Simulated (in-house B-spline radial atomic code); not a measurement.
Settings and results of a run for the xenon ion Xe⁺. All numbers are computed (scalar-relativistic (X2C) Hartree-Fock, spin-polarised, averaged over the determinants with the given up and down occupations; Fermi nucleus of rms radius 4.7859 fm, inside a hard spherical wall at 2.29 bohr) with an all-electron radial atomic-structure program (B-spline basis), not measured.

Command:
```bash
python run_scf.py task.json out
```
Settings (nuclear radius in fm, mass in u):
```
Z                54
configuration    [Kr] 4d10 5s1 5p5 5f1
hamiltonian      x2c
method           hf
spin_polarised   True
nucleus          fermi
rms_radius       4.7859
atomic_mass      131.90416
speed_of_light   137.035999084
wall_radius      2.29
```

Output (hartree, bohr):
```
 radial grid: 59 intervals, B-splines of order 8, outer radius 2.29 bohr

 iter        energy (Eh)    residual
    1       -7430.058538    5.29e-01
    2       -7430.608401    8.80e-02
    3       -7430.721280    2.46e-02
    4       -7430.729507    7.08e-03
    5       -7430.730023    2.82e-03
    6       -7430.730161    1.03e-04
    7       -7430.730161    1.14e-05
    8       -7430.730161    2.69e-06
    9       -7430.730161    2.57e-07

 total energy                     -7430.73016
 kinetic                            7944.4136
 electron-nucleus                 -18183.0501
 electron-electron                  2807.9064

 orbital      occ     eigenvalue          <r>       <r^2>       <1/r>       r_max
 1s up      1.000     -1274.7957    0.0260296 0.000928851     61.1575     0.01642
 1s down    1.000     -1274.7712    0.0260297 0.000928857     61.1572     0.01642
 2s up      1.000      -201.0409     0.113916   0.0153742     13.9637     0.09674
 2s down    1.000      -201.0201     0.113921   0.0153751     13.9627     0.09674
 2p up      3.000      -180.1362      0.10003   0.0122332     12.7952      0.0775
 2p down    3.000      -180.1198     0.100034   0.0122339     12.7947      0.0775
 3s up      1.000       -41.7548     0.304859    0.106365     4.95119      0.2783
 3s down    1.000       -41.6992     0.304892    0.106376     4.94949      0.2784
 3p up      3.000       -34.8280     0.303095    0.106637       4.597      0.2724
 3p down    3.000       -34.7797      0.30304    0.106586     4.59734      0.2725
 3d up      5.000       -24.4779     0.280576   0.0930139     4.31339      0.2261
 3d down    5.000       -24.4410     0.280325   0.0928234     4.31626       0.226
 4s up      1.000        -7.4689     0.723376    0.590904     1.94831      0.6633
 4s down    1.000        -7.3537     0.727663    0.597708     1.93204       0.666
 4p up      3.000        -5.1996     0.775167    0.683889     1.76097       0.697
 4p down    3.000        -5.1123     0.778605    0.689594     1.74976      0.6996
 4d up      5.000        -1.7712     0.895829    0.924263     1.46001      0.7641
 4d down    5.000        -1.6992     0.890959    0.912987      1.4652      0.7645
 5s up      1.000        -0.0346      1.39538     2.11582    0.951995       1.473
 5p up      3.000         0.9251      1.41578     2.19446    0.947626        1.54
 5p down    2.000         1.1789      1.41457     2.19343    0.952228       1.543
 5f up      1.000         4.4553      1.23543     1.86345      1.1149       1.733
```

Time taken, with all properties: 0.34 s on 1 thread of Arm Neoverse N1, with other jobs on the host.

One-electron X2C: radii and densities carry no picture-change correction, so inner-shell <1/r> comes out high (for 1s by about 2 % at Z = 33, 5 % at 54, 10 % at 75, 30 % at 118) and <r> low.
